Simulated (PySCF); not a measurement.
A structure optimised at PBE-D3(BJ)/def2-SVP, used in a PySCF frequency run:

```xyz
9

O     -2.3603     0.1693     0.1607
C     -1.4618    -0.8659    -0.2035
Si     0.3201    -0.3663     0.1264
F      0.6907    -0.3265     1.7052
F      1.3885    -1.3643    -0.5823
Cl     0.5773     1.5391    -0.6328
H     -2.0890     0.9716    -0.3273
H     -1.5597    -1.1937    -1.2695
H     -1.7061    -1.7564     0.4148
```
Charge 0, spin multiplicity 1.

Question: Write its SMILES and formula.

Answer: OC[Si](F)(F)Cl, CH3ClF2OSi

Question: What are its rotational constants (standard atomic weights)?

Answer: 2.3090, 2.0013, 1.5047 GHz
